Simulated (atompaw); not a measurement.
# Before and after: PAW (atompaw) potential for Al (Z = 13)

| Item | Value |
| --- | --- |
| Element | aluminium (Al) |
| Generator | atompaw 4.2.0.5 |
| Type | PAW |
| Functional | LDA (PW92) |
| Relativity | scalar-relativistic |
| Frozen core | [Ne] |
| Valence charge | 3 |
| Reference configuration | 3s1 3p2 |
| Partial waves | 3s (bound): rc 1.60 bohr; 3s channel at 0.45 Ry: rc 2.25 bohr; 3p (bound): rc 2.25 bohr; 3p channel at 0.3 Ry: rc 2.25 bohr; 3d channel at 0.45 Ry: rc 2.25 bohr |
| Local potential | troulliermartins scheme with l = 3 at 0 Ry, radius 1.90 bohr |
| Core correction | smooth core density matched at 1.20 bohr |
| Augmentation charge | besselshape compensation charge, radius 2.10 bohr; PAW radius 2.25 bohr; waves and projectors: custom rrkj gramschmidtortho |

Change: augmentation besselshape compensation charge, radius 2.10 bohr; PAW radius 2.25 bohr; waves and projectors: custom polynom2 7 10 vanderbiltortho.

Cutoffs: the cutoffs (Ry, on a coarse ladder) from which the occupation-weighted sum of valence levels, in a spherical-Bessel basis at the reference potential, stays within 10 and 1 mRy of its value at 400 Ry; they do not see the model core or the augmentation charge, which bear on the density cutoff.

Question: What does the change do?

Answer: The potential gets harder (8 Ry and 15 Ry → 8 Ry and 18 Ry); the range in which the d phases agree narrows (upper end 3.7 → 1.0); neither file shows a bound ghost.

| quantity | base | changed |
| --- | --- | --- |
| cutoff, loose | 8 Ry | 8 Ry |
| cutoff, tight | 15 Ry | 18 Ry |
| loose cutoff by channel (10 mRy a level) | s 8 Ry, p 6 Ry | s 6 Ry, p 6 Ry |
| bound ghosts | none | none |
| s: phases at 2.27 bohr within 0.05 rad from the reference energy up to (Ry; the scan ends near 5) | 3.0 | 2.7 |
| p: phases at 2.27 bohr within 0.05 rad from the reference energy up to (Ry; the scan ends near 5) | 4.4 | 4.2 |
| d: phases at 2.27 bohr within 0.05 rad from the reference energy up to (Ry; the scan ends near 5) | 3.7 | 1.0 |
| lowest overlap eigenvalue by channel | s 0.03, p 0.77, d 1.00 | s 0.03, p 0.88, d 1.00 |

 The cutoffs see the waves, projectors and local potential, not the compensation charge or the core.
